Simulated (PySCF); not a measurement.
S₄, neutral, multiplicity 1.

```xyz
4

S      0.0000    -1.0448    -0.9226
S      0.0000     1.0448    -0.9226
S      0.0000     1.5141     0.9226
S      0.0000    -1.5141     0.9226
```
Charge 0, spin multiplicity 1.

Geometry: ωB97X-D3(BJ)/def2-SVP. Other conformers were not sampled.

Calculation: PySCF with B3LYP/pcSseg-2. Non-relativistic, no solvent.

Computed absolute GIAO shielding of each atom: isotropic value and principal components (ppm):
```csv
atom,σ(iso),σ11,σ22,σ33,span
S1,-660.5,-1834.5,-369.5,222.5,2057.1
S2,-660.5,-1834.4,-369.6,222.6,2057.0
S3,-703.9,-2457.5,-525.8,871.6,3329.1
S4,-703.8,-2457.2,-525.8,871.5,3328.7
```
